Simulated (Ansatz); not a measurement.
Cost and result for the atomization energy of `[NH2][Sn]([Cl])([Cl])[Cl]` (7 atoms, 6 bonds).

The species carries charge 0 and has multiplicity 1. Correlated methods include outer-core shells of Sn, which these sets cover unevenly. Sn takes the def2 core potential. All single points use the PBE0-D4/def2-TZVP geometry. It is one conformer, not always the lowest. Program: Ansatz. Hardware: A = 2 threads of a server CPU on a shared host; B = 2 threads of an AMD EPYC 7R13 on a shared host and a share of an NVIDIA H100 80 GB. Times are those of one run each, without the atoms' runs, and a repeat can differ threefold. Electronic energies, without spin–orbit coupling; frozen cores. CCSD(T)/CBS adds CCSD(T) − MP2 in def2-TZVPP to the MP2 limit, and its time is that of the two runs behind it. T1 = 0.011. With those shells the extrapolation isn't a true limit. B3LYP takes the VWN-RPA correlation (the form of Gaussian; ORCA's B3LYP/G). HSE06 is the plane-wave form, built on full-range PBE exchange.

CCSD(T)/CBS is a level of theory with its own doubt, some kJ/mol a heavy atom from the limit and from the frozen cores, so smaller differences don't rank the functionals.

```
                                 level  functions  wall time
                BLYP-D4/def2-TZVPP [A]        235        6 s
   PBE-D4/def2-TZVPP (with forces) [A]        235      6.5 s
                    MP2/def2-QZVPP [B]        409       11 s
r2SCAN-D4/def2-TZVPP (with forces) [A]        235       12 s
               HSE06-D4/def2-TZVPP [A]        235       12 s
                CCSD(T)/def2-TZVPP [B]        235       15 s
 B3LYP-D4/def2-TZVPP (with forces) [A]        235       15 s
               PBE-QIDH/def2-TZVPP [A]        235       20 s
                  CCSD(T)/def2-SVP [A]        104       23 s
                ωB97X-V/def2-TZVPP [A]        235       23 s
                     CCSD(T)/CBS(def2)          –       25 s
                 B2PLYP/def2-TZVPP [A]        235       26 s
  ωB97M-V/def2-TZVPP (with forces) [A]        235       32 s
```

Problem. What atomization energy does each give, and how far from CCSD(T)/CBS? (An estimate is asked.)

Solution. Computed: 
| level | atomization (kcal/mol) | difference from CCSD(T)/CBS | per bond |
| --- | --- | --- | --- |
| BLYP-D4/def2-TZVPP [A] | 482.7 | -11.6 | -1.9 |
| PBE-D4/def2-TZVPP (with forces) [A] | 499.8 | 5.5 | 0.9 |
| MP2/def2-QZVPP [B] | 498.7 | 4.4 | 0.7 |
| r2SCAN-D4/def2-TZVPP (with forces) [A] | 489.3 | -5.0 | -0.8 |
| HSE06-D4/def2-TZVPP [A] | 488.0 | -6.3 | -1.1 |
| CCSD(T)/def2-TZVPP [B] | 470.1 | -24.2 | -4.0 |
| B3LYP-D4/def2-TZVPP (with forces) [A] | 481.5 | -12.8 | -2.1 |
| PBE-QIDH/def2-TZVPP [A] | 483.2 | -11.1 | -1.8 |
| CCSD(T)/def2-SVP [A] | 435.1 | -59.2 | -9.9 |
| ωB97X-V/def2-TZVPP [A] | 493.8 | -0.5 | -0.1 |
| CCSD(T)/CBS(def2) | 494.3 | 0.0 | 0.0 |
| B2PLYP/def2-TZVPP [A] | 476.1 | -18.2 | -3.0 |
| ωB97M-V/def2-TZVPP (with forces) [A] | 490.9 | -3.4 | -0.6 |

The D4 term adds +9.6 kcal/mol with B3LYP and +5.1 kcal/mol with PBE0; it sums over pairs of atoms, weighted by their polarisabilities, and B3LYP, whose exchange is more repulsive, gets the larger term. From BLYP to BHLYP (50 % exact exchange), in def2-TZVPP and without D4, the atomization energy moves by −13.9 kcal/mol: exact exchange takes away binding that semilocal exchange gives to molecules. In def2-TZVPP, CCSD(T) changes the Hartree–Fock value by +147.1 kcal/mol (the triples alone add +12.7 kcal/mol) and MP2 by +161.1 kcal/mol; breaking electron pairs costs correlation energy, which Hartree–Fock lacks.

Spin–orbit coupling would lower the free Sn atoms strongly, and the atomization energy with them, by more than many differences here. For some Ge, Se and Sn compounds the MP2-based and the directly extrapolated limit differ by 10 to 25 kJ/mol.
